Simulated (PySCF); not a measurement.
## Excitation energy of Si by level of theory

Si [Ne] 3s2 3p2 (3P) → Si [Ne] 3s1 3p2 3d1 (high-spin determinant), as a difference of total energies. Calculation: PySCF 2.14, in x2c-TZVPPall with one added diffuse shell each of s, p, d type (6s6p4d1f, 51 functions); the spin-free X2C one-electron Hamiltonian (Gaussian nucleus). Correlated levels: valence: [Ne] frozen. The calculations carry no spin-orbit coupling.

```csv
method,excitation energy (cm⁻¹)
UHF,82561
MP2 (valence),91202
SCS-MP2 (valence),94241
CCSD (valence),91769
CCSD(T) (valence),91562
```

The upper state lies above the first ionisation limit, but in LS coupling its spin forbids autoionisation to the ground ion.

The promoted electron is Rydberg-like, and one or two diffuse shells describe it only roughly, which tends to raise the upper state.

The coupled-cluster amplitudes are large for the upper state (T1 above 0.03 or a double amplitude above 0.15), so a single reference is strained.

The determinant of the upper state mixes LS terms, which raises its energy above the lowest term, most at the Hartree-Fock and MP2 levels.
